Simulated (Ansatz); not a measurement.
Job for Ansatz (a program for electronic structure): R-CCSD(T)/cc-pV(D+d)Z on H2O2Si (SMILES O[Si]O). The basis file is the Basis Set Exchange's JSON of that set.

Ansatz 0.2 input:
```yaml
crystal:
  periodic: [false, false, false]
  atoms:
    - {symbol: Si, position_ang: [0.20440973, 0.15300423, -0.96316616]}
    - {symbol: O, position_ang: [1.43807796, -0.36930399, -0.00327565]}
    - {symbol: H, position_ang: [1.25751291, -0.52335508, 0.93346748]}
    - {symbol: O, position_ang: [-1.01795774, 0.22534171, 0.17169798]}
    - {symbol: H, position_ang: [-1.88204286, 0.51421314, -0.13872365]}
basis:
  gaussian:
    orbitals: cc-pV_D+d_Z.json
magnetization: {spin_polarized: false}
correlation: {method: ccsd_t, electrons: outside_noble_gas}
scf: {lower_state_search: off}
```

The log:

```
WARN ansatz: RAYON_NUM_THREADS=4 ignored (pool sized by the plan → 4); use --threads N
Functional definition: HF
these checks for a lower state are left out or cut short: stability, starts, cluster_reference, orbital_swaps, neighbouring_geometries, increment
integrals: 0.03 GiB planned
600 factors; integrals over basis functions are off by at most 1.1e-3 eV
mean field: 0.11 GiB planned
mean field evaluation 1: about -11966.5716 eV, gradient 4.3e1 eV
mean field evaluation 2: about -11966.5742 eV, gradient 4.3e1 eV
mean field evaluation 4: about -11970.1023 eV, gradient 2.2e0 eV
mean field evaluation 8: about -11970.1271 eV, gradient 1.2e-1 eV
mean field -11970.12716385 eV, -439.8940596280 hartree, gradient 1.8e-6 eV, S^2 0.000000; 0 other end points of the search recorded, 0 dependent functions left out
7 core orbitals not correlated
reference -11970.12716385 eV, -439.8940596280 hartree; 9, 9 occupied and 45, 45 virtual orbitals, 600 factors
second order -12.48277009 eV of doubles, -0.00000000 eV of singles
coupled cluster: 0.13 GiB planned
cycle   1  -12.58794991 eV  change   -1.1e-1 eV  update   9.6e-2
cycle   2  -12.92703271 eV  change   -3.4e-1 eV  update   3.0e-2
cycle   3  -13.03056956 eV  change   -1.0e-1 eV  update   1.8e-2
cycle   4  -13.01980636 eV  change    1.1e-2 eV  update   3.7e-3
cycle   5  -13.01853918 eV  change    1.3e-3 eV  update   1.6e-3
cycle   6  -13.01901179 eV  change   -4.7e-4 eV  update   4.8e-4
cycle   7  -13.01874891 eV  change    2.6e-4 eV  update   1.6e-4
cycle   8  -13.01869036 eV  change    5.9e-5 eV  update   5.2e-5
cycle   9  -13.01871018 eV  change   -2.0e-5 eV  update   1.8e-5
cycle  10  -13.01871304 eV  change   -2.9e-6 eV  update   5.8e-6
perturbative correction -0.31253018 eV, -0.0114852724 hartree
Total energy: -11983.45840708 eV, -440.3839737804 hartree
Checks for a lower state left out: stability, starts, cluster_reference, orbital_swaps, neighbouring_geometries, increment
```

The calculation finished and met its thresholds.

Cost: around 1.3 core-seconds (rough).
